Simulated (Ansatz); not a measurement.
An input meant for Re3⁺ (charge 1, triplet).

```yaml
crystal:
  periodic: [true, true, true]
  atoms:
    - {symbol: Re, position_ang: [0.474106, -0.818095, -0.882743]}
    - {symbol: Re, position_ang: [-0.643841, -0.456391, 1.024637]}
    - {symbol: Re, position_ang: [0.169735, 1.274495, -0.141904]}
basis:
  gaussian: {orbitals: def2-SVP}
total_charge: 1
magnetization: {spin_polarized: true, initial_magnetization: 2}
hamiltonian: {xc: {name: HF}}
output: {forces: true}
```

```sh
$ ansatz run in.yaml --threads 4 --pin off --events-out ev --progress --plain --max-ram 3916MiB
```

Predict how Ansatz answers.

The program refused the input. The species is marked periodic without a cell.
```
Error: YAML parse error: error: line 2 column 3: crystal: missing field `lattice` (a structure is typed as `lattice` and `atoms`, a molecule's as `atoms` in Å alone, or read from a run's directory, `checkpoint`)
 --> <input>:2:3
1 | crystal:
2 |   periodic: [true, true, true]
3 |   atoms:
4 |     - {symbol: Re, position_ang: [0.474106, -0.818095, -0.882743]}
```
